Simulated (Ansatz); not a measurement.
```yaml
crystal:
  periodic: [false, false, false]
  atoms:
    - {symbol: C, position_ang: [0.917238, -1.292312, -0.139602]}
    - {symbol: N, position_ang: [0.450323, 0.036117, 0.015171]}
    - {symbol: Mo, position_ang: [-0.838910, 1.156764, 0.121762]}
    - {symbol: O, position_ang: [-2.237218, 0.261559, -0.026402]}
    - {symbol: Cl, position_ang: [-0.631258, 2.593779, -1.616609]}
    - {symbol: Cl, position_ang: [-0.728725, 2.120774, 2.168378]}
    - {symbol: H, position_ang: [0.084079, -1.995711, -0.248553]}
    - {symbol: H, position_ang: [1.558359, -1.353544, -1.024493]}
    - {symbol: H, position_ang: [1.514610, -1.573825, 0.733149]}
basis:
  gaussian: {orbitals: def2-mTZVP}
hamiltonian: {xc: {name: wB97X}}
accuracy: high
kpoints: {mp_grid: {grid: [2, 2, 2]}}
output: {forces: true}
```

```sh
$ ansatz run in.yaml --threads 4 --pin off --events-out ev --progress --plain --max-ram 11315MiB
```

It prints (some lines left out):

```
Error: invalid value for `basis.gaussian`: such a run doesn't read kpoints; remove what it names
```

**Question.** Something in this input is off. What?

**Answer.** The input holds a key that doesn't belong there. The program refused the input.
